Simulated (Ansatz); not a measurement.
`[CH3][Mo](=[O])([F])=[S]` and `[CH3][W](=[O])([F])=[S]` differ in one element.

Ansatz, PBE0-D4/def2-TZVP geometries, multiplicity 1. 

Elements past krypton have def2 core potentials.

```tsv
property	`[CH3][Mo](=[O])([F])=[S]`
HOMO–LUMO gap (B3LYP/def2-TZVPP) / eV	4.20
LUMO energy (B3LYP/def2-TZVPP) / eV	-3.56
LUMO energy (ωB97M-V/def2-TZVPP) / eV	-1.28
size of the dipole moment (B3LYP/def2-TZVPP) / D	2.29
HOMO energy (ωB97M-V/def2-TZVPP) / eV	-10.11
size of the dipole moment (PBE/def2-TZVPP) / D	2.19
```

(1) What does the change do to each property? (An estimate is asked.)

Results:

(1) Computed: 
```csv
property,`[CH3][W](=[O])([F])=[S]`,shift
HOMO–LUMO gap (B3LYP/def2-TZVPP) / eV,4.56,0.36
LUMO energy (B3LYP/def2-TZVPP) / eV,-3.10,0.46
LUMO energy (ωB97M-V/def2-TZVPP) / eV,-0.81,0.47
size of the dipole moment (B3LYP/def2-TZVPP) / D,2.62,0.33
HOMO energy (ωB97M-V/def2-TZVPP) / eV,-10.02,0.09
size of the dipole moment (PBE/def2-TZVPP) / D,2.53,0.34
```

With PBE0 the HOMO rises by 0.09 eV and the LUMO rises by 0.46 eV, so the gap widens by about 0.37 eV. PBE moves the HOMO by 0.09 eV and ωB97M-V by 0.09 eV. Dipoles are sizes alone; their direction can turn.

B3LYP here is the variant with VWN-RPA as its local correlation; programs differ in this.
